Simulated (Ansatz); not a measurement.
```yaml
crystal:
  periodic: [false, false, false]
  atoms:
    - {symbol: N, position_ang: [-0.148774, -1.069043, -0.121262]}
    - {symbol: Ga, position_ang: [0.107804, 0.673453, -0.116952]}
    - {symbol: H, position_ang: [0.266458, -1.424071, -0.666582]}
    - {symbol: H, position_ang: [-0.203099, -1.431424, 0.718563]}
    - {symbol: H, position_ang: [0.540278, 1.420912, -1.677226]}
    - {symbol: H, position_ang: [-0.308399, 1.813252, 1.325739]}
basis:
  gaussian: {orbitals: x2c-TZVPPall}
hamiltonian: {xc: {name: wPBEh}}
accuracy: high
relax: {f_tol: 0.001, max_steps: 2}
```

```sh
$ ansatz run in.yaml --threads 4 --pin off --events-out ev --progress --plain --max-ram 10444MiB
```

Shortened log:

```
Functional definition: wPBEh
2392 factors; integrals over basis functions are off by at most 2.9e-9 eV
95 factors; integrals over basis functions are off by at most 5.4e-10 eV
mean field evaluation 1: about -54430.1262 eV, gradient 7.8e1 eV
mean field evaluation 2: about -54389.0756 eV, gradient 1.3e2 eV
mean field evaluation 4: about -54440.3330 eV, gradient 6.4e0 eV
mean field evaluation 8: about -54440.4286 eV, gradient 3.8e-1 eV
mean field evaluation 16: about -54440.4290 eV, gradient 4.7e-5 eV
mean field -54440.42899422 eV, -2000.6488644894 hartree, gradient 4.4e-8 eV, S^2 0.000000; 0 other end points of the search recorded, 0 dependent functions left out
reference -54440.42899752 eV, -2000.6488646107 hartree; 21, 21 occupied and 114, 114 virtual orbitals, 2392 factors
relax step   1: F+E_penalty+E_count = -54440.42899422 eV  Δ(F+E_penalty+E_count) = +0.000e0 eV  max|allowed force component| = 1.697e1 eV/Å  Δτ_max = 0.0000 Å  (30 SCF iters, accepted)
2415 factors; integrals over basis functions are off by at most 3.8e-9 eV
95 factors; integrals over basis functions are off by at most 5.0e-10 eV
mean field -54443.68409342 eV, -2000.7684871788 hartree, gradient 5.7e-8 eV, S^2 0.000000; 0 other end points of the search recorded, 0 dependent functions left out
reference -54443.68409680 eV, -2000.7684873028 hartree; 21, 21 occupied and 114, 114 virtual orbitals, 2415 factors
relax step   2: F+E_penalty+E_count = -54443.68409342 eV  Δ(F+E_penalty+E_count) = -3.255e0 eV  max|allowed force component| = 1.400e0 eV/Å  Δτ_max = 0.1997 Å  (40 SCF iters, accepted)
Error: geometry relaxation did not converge after 2 steps: max|allowed force component| = 1.40e0 eV/Å (threshold 1.0e-3). Raise `relax.max_steps` over both its present limit and 2, loosen `relax.f_tol`, or start from a geometry closer to equilibrium. Where this run's directory can be resumed (`checkpoint.write`), a resume goes on for up to `relax.max_steps` more
```

What is wrong with this run?

The relaxation is allowed too few steps for its threshold. The calculation stopped without meeting its thresholds.
